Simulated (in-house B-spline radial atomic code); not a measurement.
**Ni III (Ni2+): [Ar] 3d8**

Level of theory: non-relativistic r2SCAN0, spin-polarised, spherical fractional occupations, exact exchange averaged over the configuration, point nucleus; calculated with an all-electron radial atomic-structure program (B-spline basis).

Effective charges: Z_r = [3n² - l(l+1)]/(2<r>) from the radius, Z_e = n√(-2ε) from the energy, and Slater's rules. Values are occupation-weighted means over spin.

```csv
shell,electrons,ε (eV),<r> (bohr),Z_r,Z_e,Slater
1s,2,-8209.6,0.05484,27.35,24.56,27.70
2s,2,-1006.5,0.2476,24.23,17.20,23.85
2p,6,-878.88,0.2165,23.10,16.07,23.85
3s,2,-136.44,0.7502,18.00,9.50,16.75
3p,6,-96.526,0.7839,15.95,7.99,16.75
3d,8,-31.485,0.9533,11.01,4.56,7.55
```

The least bound orbital is 3d down at -29.74 eV, and it is also the most diffuse (<r> = 0.9709 bohr).
